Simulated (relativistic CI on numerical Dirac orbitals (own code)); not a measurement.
# d1 to d9 in one octahedral field

Computed with a parametric ligand-field model without spin-orbit coupling, by exact diagonalisation: B = 830, C = 3450, 10Dq = 14300 cm⁻¹ (Oh; |10Dq|/B = 17.2) for every shell. Energies in cm⁻¹; the field energy is (0.6 n_e − 0.4 n_t2) × 10Dq of the ground term; g labels are left out.

| Shell | Ground term | Electrons in e | Field energy | First spin-allowed bands | Lowest term of other spin |
| --- | --- | --- | --- | --- | --- |
| d1 | 2T2 | 0.000 | -5720 | 2E 14300 |  |
| d2 | 3T1 | 0.045 | -10792 | 3T2 12895, 3T1 23940 | 1T2 12377 |
| d3 | 4A2 | 0.000 | -17160 | 4T2 14300, 4T1 21637 | 2E 16226 |
| d4 | 5E | 1.000 | -8580 | 5T2 14300 | 3T1 6205 |
| d5 | 6A1 | 2.000 | 0 | none | 4T1 13917 |
| d6 | 5T2 | 2.000 | -5720 | 5E 14300 | 1A1 619 |
| d7 | 4T1 | 2.045 | -10792 | 4T2 12895, 4T1 23940 | 2E 2244 |
| d8 | 3A2 | 2.000 | -17160 | 3T2 14300, 3T1 21637 | 1E 13262 |
| d9 | 2E | 3.000 | -8580 | 2T2 14300 |  |

Every shell keeps the spin of the free ion. Only d4 to d7 can choose; the field needed to pair spins is smallest for d6 and largest for d5, which loses most exchange energy. In the strong-field picture 10Dq must exceed about 6B + 5C = 22230 (d4), 7.5B + 5C = 23475 (d5), 2.5B + 4C = 15875 (d6) and 4B + 4C = 17120 (d7); mixing of terms shifts these bounds somewhat. High-spin d^(n+5) repeats the spin-allowed bands of d^n, since the half-filled shell is spherical.
